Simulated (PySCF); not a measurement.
**BiH at PBE0**

Level: PBE0. basis Bi cc-pVTZ-PP with ECP60, H cc-pVTZ; scalar-relativistic core potentials; PySCF 2.14.

```
state                                           : singlet, one real π or δ orbital doubly filled, a mixture of terms (⟨Lz²⟩ = 2.0), a second solution, started from another occupation
bond length                                     : 1.795 Å
harmonic wavenumber                             : 1830 cm⁻¹
force constant                                  : 1.98 mdyn/Å
rotational constant Be                          : 5.214 cm⁻¹
anharmonicity ωexe                              : 25.7 cm⁻¹
vibration–rotation constant αe                  : 0.122 cm⁻¹
energy of the minimum from ground-state Bi + H  : -1.13 eV
HOMO–LUMO gap                                   : 1.03 eV
bond order (Mayer)                              : 1.00
dipole moment (positive dipole means Bi(−)H(+)) : -0.65 D
```

Spin–orbit coupling is left out, which matters for elements this heavy, above all for dissociation energies.
